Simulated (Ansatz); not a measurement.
CdH2OS (`[OH][Cd][SH]`), relaxed with RKS PBE0-D4/def2-TZVP in Ansatz from a GFN2-xTB geometry. The force threshold is 0.005 eV/Å; the program also tests the step.

Total charge 0; spin multiplicity 1. Cd: def2 effective core potential.

Start:

```xyz
5

O    -0.043    0.093    1.417
Cd    0.699    0.814   -0.236
S    -0.078   -0.336   -2.142
H     0.193    0.514    2.248
H    -0.772   -1.085   -1.287
```

| step | energy (eV) | largest force (eV/Å) | largest move (Å) |
| --- | --- | --- | --- |
| 1 | -17475.2924 | 1.281 | 0.000 |
| 2 | -17475.5587 | 0.674 | 0.194 |
| 3 | -17475.7349 | 0.762 | 0.194 |
| 4 | -17475.9287 | 0.768 | 0.198 |
| 5 | -17476.0720 | 0.927 | 0.195 |
| 6 | -17476.1887 | 0.393 | 0.200 |
| 7 | -17476.2143 | 0.131 | 0.200 |
| 8 | -17476.2246 | 0.055 | 0.199 |
| 9 | -17476.2254 | 0.209 | 0.084 |
| 10 | -17476.2262 | 0.026 | 0.033 |
| 11 | -17476.2263 | 0.012 | 0.006 |
| 12 | -17476.2263 | 0.010 | 0.003 |
| 13 | -17476.2263 | 0.003 | 0.001 |

End:

```xyz
5

O     0.483    0.233    1.999
Cd    0.286    0.036    0.051
S     0.153   -0.300   -2.239
H     0.071    1.029    2.341
H    -0.993   -0.997   -2.153
```

Run time 9 s (4 threads of an Intel Xeon 6975P-C on a shared host); peak host memory 0.25 GiB.
